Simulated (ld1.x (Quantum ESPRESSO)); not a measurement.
# bismuth, RRKJ: configuration errors across variants

* Element: bismuth (Bi)
* Generator: ld1.x (Quantum ESPRESSO) 7.5
* Type: norm-conserving RRKJ (Kleinman–Bylander form)
* Functional: LDA (PZ)
* Relativity: scalar-relativistic
* Frozen core: [Kr] 4d10 4f14
* Valence charge: 23
* Reference configuration: 5s2 5p6 5d10 6s2 6p2 (charge +1)
* Partial waves: 5s (bound): rc 0.80 bohr; 5d (bound): rc 2.05 bohr; 5f channel at 0.3 Ry: rc 1.70 bohr; 5p (bound): rc 0.90 bohr
* Local potential: the p channel
* Core correction: none
* rho0: 0.001

Occupied shells without a wave of their own: 6p, 6s. They enter only through the test configuration that unscreens the potential.

All-electron excitation energies from the reference (eV): (1) 5s2 5p6 5d10 6s2 6p3 -8.154; (2) 5s2 5p6 5d10 6s2 6p1 15.565; (3) 5s2 5p6 5d10 6s2 6p0 39.280; (4) 5s2 5p6 5d9 6s2 6p4 15.969; (5) 5s2 5p6 5d10 6s1 6p0 85.195; (6) 5s2 5p6 5d10 6s2 6p2.5 -4.946; (7) 5s2 5p6 5d10 6s0 6p5 12.568; (8) 5s2 5p6 5d10 6s2 6p2 spin -0.552; (9) 5s2 5p6 5d10 6s2 6p3 spin -9.178.

Spin tests fill each open shell by Hund’s rule, majority spin first.

For the base: The 6p, 6s levels have no wave, so the channel is fitted at the deeper level alone: the likely source of the large errors.

4 further variants failed, have other tests or another functional or relativity, and are left out.

The file “base” misses its own reference levels by 0.7 eV. The file “wave 5f channel at 0.3 Ry: rc 1.70 bohr becomes 5f channel at -0.08 Ry: rc 1.70 bohr” misses its own reference levels by 0.7 eV. The file “wave 5f channel at 0.3 Ry: rc 1.70 bohr becomes 5f channel at 0.3 Ry: rc 2.08 bohr” misses its own reference levels by 0.7 eV.

Errors AE − PS in meV (a dash: test not solved or not reliable):

```csv
change,(1),(2),(3),(4),(5),(6),(7),(8),(9),bound ghosts
base,+80,-131,-318,+279,-1366,+46,-1147,+6.6,+92,none
wave 5f channel at 0.3 Ry: rc 1.70 bohr becomes 5f channel at -0.08 Ry: rc 1.70 bohr,+80,-131,-318,+279,-1366,+46,-1147,+6.6,+92,none
wave 5f channel at 0.3 Ry: rc 1.70 bohr becomes 5f channel at 0.3 Ry: rc 2.08 bohr,+80,-131,-318,+279,-1366,+46,-1147,+6.6,+92,none
```

(1) Give the same row for: wave 5d (bound): rc 2.05 bohr becomes 5d (bound): rc 1.30 bohr.

Results:

(1) +80, -131, -317, +228, -1354, +46, -1143, +6.8, +92; bound ghosts: none.
